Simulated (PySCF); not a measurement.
Isomers of C7H5NO.

All values: PBE0/pcSseg-1 (PySCF) at PBE0-D3(BJ)/def2-SVP geometries, gas phase, one conformer each.

**Question.** Rank by HOMO energy, highest first.
A. `[N:1]#[C:2][O:3][c:4]1[cH:5][cH:6][cH:7][cH:8][cH:9]1` with C2–O3–C4–C5 -178°
B. `C1=CC2=C(C=N1)OC=C2`
C. 1,2-benzisoxazole (`c1ccc2oncc2c1`)
D. `[O:1]=[C:2]=[N:3][c:4]1[cH:5][cH:6][cH:7][cH:8][cH:9]1` with C2–N3–C4–C5 179°

**Answer.** D (-7.02 eV), B (-7.15 eV), C (-7.34 eV), A (-7.60 eV).

**Question.** Rank by dipole moment, highest first.
A. `[N:1]#[C:2][O:3][c:4]1[cH:5][cH:6][cH:7][cH:8][cH:9]1` with C2–O3–C4–C5 -178°
B. `c1ccc2ocnc2c1` (benzoxazole)
C. 1,2-benzisoxazole, `C1=CC=C2ON=CC2=C1`
D. `[O:1]=[C:2]=[N:3][c:4]1[cH:5][cH:6][cH:7][cH:8][cH:9]1` with C2–N3–C4–C5 179° (phenyl isocyanate)

**Answer.** A (4.54 D), C (3.18 D), D (2.56 D), B (1.37 D).

**Question.** Rank by the lowest IAO charge on any atom, lowest value first.
A. `c1cc2ccoc2cn1`
B. `C1=CC=C2ON=CC2=C1` (1,2-benzisoxazole)
C. benzoxazole, `c1oc2c(n1)cccc2`
D. `[O:1]=[C:2]=[N:3][c:4]1[cH:5][cH:6][cH:7][cH:8][cH:9]1` with C2–N3–C4–C5 179° (phenyl isocyanate)

**Answer.** D (-0.360 e), C (-0.313 e), A (-0.280 e), B (-0.178 e).

All values together:

| SMILES | μ (D) | HOMO (eV) | LUMO (eV) | lowest IAO charge (e) | highest IAO charge (e) | lowest Hirshfeld charge (e) | highest Hirshfeld charge (e) |
| --- | --- | --- | --- | --- | --- | --- | --- |
| c1ccc2oncc2c1 | 3.18 | -7.34 | -1.42 | -0.178 (C) | +0.190 (C) | -0.100 (N) | +0.075 (H) |
| c1cc2ccoc2cn1 | 3.10 | -7.15 | -1.18 | -0.280 (N) | +0.179 (H) | -0.168 (N) | +0.074 (H) |
| N#COc1ccccc1 | 4.54 | -7.60 | -1.01 | -0.305 (N) | +0.314 (C) | -0.246 (N) | +0.154 (C) |
| c1ccc2ocnc2c1 | 1.37 | -7.14 | -1.01 | -0.313 (N) | +0.182 (H) | -0.194 (N) | +0.102 (C) |
| O=C=Nc1ccccc1 | 2.56 | -7.02 | -0.88 | -0.360 (O) | +0.524 (C) | -0.193 (O) | +0.249 (C) |

Conformers: `[N:1]#[C:2][O:3][c:4]1[cH:5][cH:6][cH:7][cH:8][cH:9]1` with C2–O3–C4–C5 -178°; `[O:1]=[C:2]=[N:3][c:4]1[cH:5][cH:6][cH:7][cH:8][cH:9]1` with C2–N3–C4–C5 179°.
